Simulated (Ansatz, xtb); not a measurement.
**Ligand exchange: SnH3Cl + HF → SnH3F + HCl**

Species: SnH3Cl `[Cl][SnH3]`, singlet; HF (hydrogen fluoride), singlet; SnH3F `[F][SnH3]`, singlet; HCl (hydrogen chloride), singlet. The partners trade Cl for F: Sn–Cl and H–F bonds give way to Sn–F and H–Cl.

Shapes, held fixed at every level: PBE0-D4/def2-TZVP. Programs: Ansatz 0.2.0, xtb 6.7.1. The zero-point and thermal change to 298 K, harmonic and unscaled (PBE0-D4/def2-TZVP), is -5.8 kJ/mol.

```csv
level,kind,ΔH(298 K) (kJ/mol),less CCSD(T)/def2-TZVPP
GFN2-xTB,semi-empirical,+4.8,-26.9
HF/def2-TZVPP,Hartree–Fock,+32.0,+0.3
SPW92/def2-TZVPP,LDA,+31.0,-0.7
PBE-D4/def2-TZVPP,GGA,+28.5,-3.2
BHLYP-D4/def2-TZVPP,global hybrid,+33.1,+1.4
PBE0-D4/def2-TZVPP,global hybrid,+35.6,+3.9
r2SCAN0-D4/def2-TZVPP,global hybrid,+34.3,+2.6
CCSD/def2-SVP,coupled cluster or CI,+24.3,-7.4
CCSD(T)/def2-TZVPP,coupled cluster or CI,+31.7,0.0
```

The highest level, CCSD(T)/def2-TZVPP, gives ΔH(298 K) = +31.7 kJ/mol; the levels span +4.8 to +35.6. The column of differences is taken from that level and isn't an error. No measured value is set beside it here. For atoms past krypton def2 sets carry core potentials with scalar relativity. Outer-core shells of Sn are correlated in most correlated rows, in sets that cover them unevenly.
